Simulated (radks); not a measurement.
Values are calculated unless marked as measured or tabulated.
All-electron atom: the lithium ion Li2+ in 6d1 (not the ground configuration).

Level of theory: non-relativistic Kohn-Sham, PBE, spin-polarised, spherical densities, point nucleus; open shells are filled with parallel spins first (a radial shooting solver on a logarithmic mesh with Libxc functionals).

Energy parts (eV):
total: -3.663
kinetic: 3.637
electron-nucleus: -7.020
Hartree: 0.746
exchange-correlation: -1.025

Orbitals (lengths in bohr, moments of r in powers of bohr; r(90%) holds 90 % of the orbital's charge):
| orbital | occ. | eigenvalue (eV) | r(90%) | <1/r> | <r^4> |
|---|---|---|---|---|---|
| 6d up | 1 | -3.2079 | 22.2 | 0.08600 | 116600 |

The highest occupied level is 6d up at -3.208 eV. Summed over all electrons, <r^2> = 299.0 bohr^2, which gives a Langevin (diamagnetic) susceptibility term of -237 x 10^-6 cm^3/mol. Spin moment in Bohr magnetons: 1. The electron density at the nucleus is 3.444e-31 e/bohr^3. Virial ratio -V/T = 2.00731.
